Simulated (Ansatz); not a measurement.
Total energies of B₃As₃ from Ansatz at r2SCAN-D4/def2-TZVP, gas phase (1 Eh = 27.2114 eV = 2625.5 kJ/mol). The reference geometry is relaxed at r2SCAN-D4/def2-SVP.

```xyz
6

B     0.223   -0.752   -0.344
B    -0.167    0.838   -0.972
B    -1.278    0.133   -0.153
As    1.794    0.328   -0.859
As   -0.915   -1.390    1.137
As    0.344    0.843    1.192
```

```
                 state                       geometry  energy (Eh)
      charge 0 singlet                      reference  -6782.11129
      charge 1 doublet                      reference  -6781.82022
      charge 0 triplet  relaxed at r2SCAN-D4/def2-SVP  -6782.04981
      charge 0 quintet  relaxed at r2SCAN-D4/def2-SVP  -6782.04132
 free B atom (doublet)                              –    -24.63675
free As atom (quartet)                              –  -2235.79940
```

(1) Work out the vertical ionisation energy to the doublet.

(2) Which of the charge 0 states is lowest, and how far above it are the others?

(3) What is the binding energy per atom against free atoms?

(1) E(charge 1 doublet) − E(charge 0 singlet) = -6781.82022 − (-6782.11129) = 0.29107 Eh = 7.92 eV. For comparison, −ε of the highest occupied level is 5.63 eV at this level, 2.29 eV less.

(2) The singlet. triplet: -6782.04981 − (-6782.11129) = 0.06148 Eh = 161.4 kJ/mol; quintet: -6782.04132 − (-6782.11129) = 0.06997 Eh = 183.7 kJ/mol. The quintet differs in its bonds from the reference.

(3) Atoms: 3 × (-24.63675) + 3 × (-2235.79940) = -6781.30845 Eh. Binding: -6781.30845 − (-6782.11129) = 0.80284 Eh = 21.85 eV, or 3.64 eV for each of 6 atoms (no zero-point energy, no counterpoise term).

The structure comes from a short search, and lower isomers may exist.
